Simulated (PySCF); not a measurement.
SMILES [SiH3]OCCC(C)=O (C₄H₁₀O₂Si) (GFN2-xTB optimised geometry):

```
17

C      0.990    -0.161     3.495
C      1.880     0.178     2.333
O      2.312     1.285     2.130
C      2.183    -0.979     1.399
C      1.638    -0.665     0.000
O      0.244    -0.665     0.000
Si    -0.805     0.573     0.000
H      0.805     0.718     4.106
H      1.457    -0.936     4.100
H      0.047    -0.552     3.114
H      1.737    -1.905     1.762
H      3.265    -1.097     1.324
H      2.034     0.301    -0.329
H      1.965    -1.439    -0.704
H     -2.034    -0.205     0.026
H     -0.659     1.439     1.171
H     -0.646     1.391    -1.204
```

Method: PBE0/def2-SVP (PySCF).

What are the frontier orbital energies and the dipole moment?

HOMO-2 -8.64 eV, HOMO-1 -8.12 eV, HOMO -7.18 eV, LUMO -0.40 eV, LUMO+1 0.70 eV; dipole moment 1.86 D.

Meta-Löwdin charges at PBE0/def2-SVP: C1 -0.35, C2 0.38, O3 -0.40, C4 -0.24, C5 0.05, O6 -0.61, Si7 0.74, H8 0.12, H9 0.12, H10 0.12, H11 0.10, H12 0.12, H13 0.09, H14 0.10, H15 -0.11, H16 -0.12, H17 -0.12.
